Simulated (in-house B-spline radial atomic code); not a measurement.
A radial electron density 4πr²n(r) was computed for an atom or ion in its tabulated ground configuration with an all-electron radial atomic-structure program (B-spline basis); method: non-relativistic HSE06, spin-polarised, spherical fractional occupations, exact exchange averaged over the configuration. Columns: r (bohr), 4πr²n(r) (electrons per bohr), bar.

```
 0.00373   0.4151 #
 0.00448   0.5846 #
 0.00537   0.8163 ##
 0.00644    1.134 ###
 0.00773    1.568 ####
 0.00928    2.151 #####
  0.0111    2.904 #######
  0.0134    3.932 #########
   0.016    5.159 ############
  0.0192    6.708 ################
  0.0231    8.576 #####################
  0.0277    10.66 ##########################
  0.0332    12.86 ###############################
  0.0399    15.04 ####################################
  0.0478    16.85 ########################################
  0.0574    18.04 ###########################################
  0.0688    18.31 ############################################
  0.0826    17.55 ##########################################
  0.0991    15.94 ######################################
   0.119    13.97 ##################################
   0.143    12.43 ##############################
   0.171    12.05 #############################
   0.205    13.08 ###############################
   0.246    15.12 ####################################
   0.296    17.09 #########################################
   0.355    17.63 ##########################################
   0.426    16.01 ######################################
   0.511    12.52 ##############################
   0.613     8.37 ####################
   0.735    5.001 ############
   0.882    3.224 ########
    1.06    2.922 #######
    1.27    3.239 ########
    1.52    3.318 ########
    1.83    2.794 #######
    2.19    1.906 #####
    2.63    1.021 ##
    3.16   0.4232 #
    3.79   0.1351 
    4.55  0.03144 
    5.46 0.005003 
    6.55 0.0005165
```

(1) Which atom or ion is it?
A. Ar3+
B. S+
C. S
D. Si+

Results:

(1) B. The area under the curve, ∫4πr²n dr = ∫r·4πr²n d(ln r) on this logarithmic grid, is 15 electrons; among the options with that count, the innermost peak, which lies near 1/Z bohr, picks Z = 16. The configuration is [Ne] 3s2 3p3.
